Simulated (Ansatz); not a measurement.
CNO (SMILES N#C[O]), doublet, geometry from GFN2-xTB, atoms displaced at random by about 0.03 Å a coordinate; B3LYP/6-31G, gradient in Ansatz (an electronic-structure program).

Ansatz was given this input:
Ansatz 0.2 input:
```yaml
crystal:
  periodic: [false, false, false]
  atoms:
    - {symbol: O, position_ang: [-0.02260560, 0.01019641, -1.12013129]}
    - {symbol: C, position_ang: [0.07117162, 0.01503514, 0.01192579]}
    - {symbol: N, position_ang: [0.00081245, -0.03667879, 1.28455086]}
basis:
  gaussian:
    orbitals: 6-31G
hamiltonian:
  xc: b3lyp
magnetization: {spin_polarized: true, initial_magnetization: 1}
output: {forces: true}
```

It wrote (shortened):

```
Functional definition: B3LYP
335 factors; integrals over basis functions are off by at most 1.9e-4 eV
mean field evaluation 1: about -4566.7614 eV, gradient 2.6e1 eV
mean field evaluation 2: about -4562.5660 eV, gradient 4.2e1 eV
mean field evaluation 4: about -4569.3892 eV, gradient 9.2e-1 eV
mean field evaluation 8: about -4569.4717 eV, gradient 4.7e-2 eV
mean field evaluation 16: about -4569.4717 eV, gradient 6.1e-5 eV
mean field -4569.47168155 eV, -167.9249869978 hartree, gradient 4.2e-6 eV, S^2 0.760560; 1 other end points of the search recorded, 0 dependent functions left out
the calculation of the forces begins
reference -4569.47179439 eV, -167.9249911444 hartree; 11, 10 occupied and 16, 17 virtual orbitals, 335 factors
Total energy: -4569.47179439 eV, -167.9249911444 hartree
Atom 0 at    -0.022606     0.010196    -1.120131 Å, force    -0.259565     0.070458    -6.833853 eV/Å
Atom 1 at     0.071172     0.015035     0.011926 Å, force    -0.081542    -0.209412     8.071567 eV/Å
Atom 2 at     0.000812    -0.036679     1.284551 Å, force     0.341107     0.138954    -1.237714 eV/Å
Dipole moment:     0.044029     0.018287    -0.175269 e Å
```
